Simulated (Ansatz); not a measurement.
Z-matrix (Å, degrees):
```
C
N 1 1.458
H 1 1.092 2 109.6
H 1 1.093 2 109.0 3 -116.8
H 1 1.096 2 114.5 3 121.7
Sn 2 1.992 1 118.7 3 -51.4
H 2 1.012 1 112.2 3 176.4
Cl 6 2.297 2 108.6 1 -175.4
Cl 6 2.314 2 114.9 1 -54.1
Cl 6 2.298 2 108.3 1 64.6
```

Total charge 0; spin multiplicity 1. Sn takes the def2 core potential.

(1) List the CAM-B3LYP/def2-TZVPP orbital energies in eV (Ansatz). (Estimate.)

## Answers

(1) Computed: Occupied: -2764.75, -2764.69, -2764.61, -392.17, -280.00, -259.50, -259.44, -259.36, -198.57, -198.51, -198.42, -198.41, -198.41, -198.35, -198.34, -198.27, -198.27, -142.80, -97.74, -97.72, -97.62, -32.02, -32.01, -31.98, -31.78, -31.77, -26.62, -25.03, -24.43, -24.32, -20.73, -16.63, -15.28, -14.18, -13.74, -12.57, -12.56, -12.07, -11.14, -11.12, -10.93, -10.88, -10.81, -10.69, -9.13. Lowest empty: -1.31, 1.11, 1.15, 1.58, 2.42, 2.70, 3.22, 3.39.
